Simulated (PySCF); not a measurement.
## Ar (argon, neutral) across methods

[Ar], closed-shell 1S. All numbers are calculated (PySCF 2.14, no relativity, point nucleus, in aug-cc-pV(Q+d)Z with one added diffuse shell each of s, p, d, f, g type (8s7p6d4f3g, 114 functions)).

```tsv
method	E (hartree)	mean ε 2p (eV)	mean ε 3s (eV)	mean ε 3p (eV)	Σ⟨r²⟩ (bohr²)	⟨S²⟩
PBE	-527.3411	-230.06	-24.070	-10.290	26.22	0.000
PBE0	-527.3852	-237.88	-27.005	-11.983	26.04	0.000
CAM-B3LYP	-527.5678	-238.60	-28.599	-13.487	26.24	0.000
r2SCAN	-527.5134	-233.27	-25.183	-10.730	25.99	0.000
r2SCANh	-527.5132	-236.06	-26.198	-11.348	25.97	0.000
UHF	-526.81681	-260.45	-34.760	-16.084	26.04	0.000
r2SCAN0	-527.5131	-240.25	-27.723	-12.276	25.94	0.000
```

Task: Estimate the same row for LDA.

Result: E (hartree) = -525.9380; mean ε 2p (eV) = -230.04; mean ε 3s (eV) = -24.045; mean ε 3p (eV) = -10.407; Σ⟨r²⟩ (bohr²) = 26.29; ⟨S²⟩ = 0.000.
